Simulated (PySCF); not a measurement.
C₄H₆ClF, SMILES C1[C@@]([C@@H]1Cl)(F)C. The structure is a stationary point at B3LYP-D3(BJ)/def2-SVP. The structure was generated by enumeration; whether it is a known compound was not checked.

Computed equilibrium geometry at B3LYP-D3(BJ)/def2-SVP (PySCF confirms it by a frequency run) as Cartesian coordinates in Å:
```xyz
12

C      2.0792    -0.8286    -0.3994
C      0.7029    -0.5404     0.1295
F      0.7369    -0.1111     1.4273
C     -0.5075    -1.3453    -0.2489
C     -0.3568     0.0770    -0.7409
Cl    -1.3920     1.3497    -0.0871
H      2.0357    -1.1438    -1.4520
H      2.7101     0.0711    -0.3279
H      2.5510    -1.6342     0.1851
H     -1.2360    -1.4996     0.5510
H     -0.4151    -2.1628    -0.9699
H     -0.1209     0.2482    -1.7943
```
